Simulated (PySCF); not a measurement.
C4H6OSi, SMILES O=C1CC=C[SiH2]1.

Coordinates come from a r2SCAN-D4/def2-SVP optimisation. The structure was generated by enumeration, and PubChem lists no compound with its InChIKey, so it may never have been made. Other conformers were not sampled.

All values below come from TDA-M06-2X/def2-SVPD (PySCF).

Vertical excitations. The molecule is in vacuum. State labels are in the subgroup Cs.

Estimate the UV-visible absorptions. (An estimate is asked for; the answer gives what the named calculation found.)


```
state  symmetry  energy (eV)  λ (nm)      f                                                               main pairs
-----  --------  -----------  ------  -----  -----------------------------------------------------------------------
S1           A"         3.04     408  0.001                                                           HOMO→LUMO 89 %
S2           A"         5.52     225  0.000                                                         HOMO→LUMO+1 89 %
S3           A'         5.95     208  0.018                                                         HOMO−1→LUMO 95 %
S4           A'         6.49     191  0.046                                       HOMO→LUMO+2 64 %, HOMO→LUMO+3 16 %
S5           A'         6.52     190  0.003                                       HOMO→LUMO+3 70 %, HOMO→LUMO+2 21 %
S6           A"         7.02     177  0.006                                     HOMO−2→LUMO 57 %, HOMO−2→LUMO+1 32 %
S7           A'         7.24     171  0.080                   HOMO−1→LUMO+1 52 %, HOMO→LUMO+4 22 %, HOMO→LUMO+5 13 %
S8           A"         7.27     170  0.002                                                       HOMO−1→LUMO+2 87 %
S9           A"         7.40     167  0.000                 HOMO−1→LUMO+3 43 %, HOMO−2→LUMO 23 %, HOMO−2→LUMO+1 21 %
S10          A"         7.55     164  0.000                 HOMO−1→LUMO+3 40 %, HOMO−2→LUMO+1 39 %, HOMO−2→LUMO 13 %
T1           A"         2.52     493      0                                                           HOMO→LUMO 88 %
T2           A'         4.45     278      0                                     HOMO−1→LUMO+1 67 %, HOMO−1→LUMO 27 %
T3           A"         5.40     230      0                                                         HOMO→LUMO+1 82 %
T4           A'         5.53     224      0  HOMO−1→LUMO 39 %, HOMO−4→LUMO 30 %, HOMO−1→LUMO+1 15 %, HOMO−3→LUMO 6 %
```
Triplets are in the Tamm–Dancoff approximation.
